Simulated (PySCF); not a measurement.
Compound: K₂.
Structure used (PBE/def2-SVP), in Å, numbered top down from 1:
```xyz
2
K2 angstrom
K      2.0047   -0.0055   -0.0050
K     -2.0020    0.0006   -0.0124
```

Computed, not measured: PBE/def2-SVP geometry optimisation, gas phase (PySCF).

Masses are those of the commonest isotopes; rigid-rotor values at the optimised geometry. 

Problem. What are the moment of inertia and the rotational constant?

Solution. I = 312.753 u·Å², B = 505379 MHz·u·Å²/I = 1616 MHz (0.0539 cm⁻¹, or 0.078 K as hB/k). For two atoms I = μr² with μ = 19.4819 u and r = 4.0067 Å.

Problem. List the first levels of a rigid rotor in a Σ state.

Solution. E(J) = BJ(J+1): J = 1: 0.108, J = 2: 0.323, J = 3: 0.647, J = 4: 1.078, J = 5: 1.617, J = 6: 2.264 cm⁻¹.

Problem. Has it a pure rotational spectrum?

Solution. Not by electric dipole: D∞h allows no dipole (computed 0.00 D). Rotational Raman lines (ΔJ = 2) lie at B(4J + 6), spaced by 4B = 0.216 cm⁻¹, with nuclear-spin weights that differ between even and odd J.

Problem. Estimate the classical rotational partition function at 25 K, 200 K and 500 K.

Solution. Point group D∞h, symmetry number σ = 2; q = kT/(σhB), k/h = 20836.6 MHz/K: 161 at 25 K, 1290 at 200 K, 3220 at 500 K.

No frequency check. These are rigid-rotor constants of the computed structure; measured ground-state constants (B0) also hold zero-point vibration.

Time: 2.9 s; peak memory 0.27 GiB. Hardware: one thread, Arm Neoverse V2 (aarch64), shared host with 96 logical CPUs at a one-minute load of 17. That covers the optimisation of the geometry.
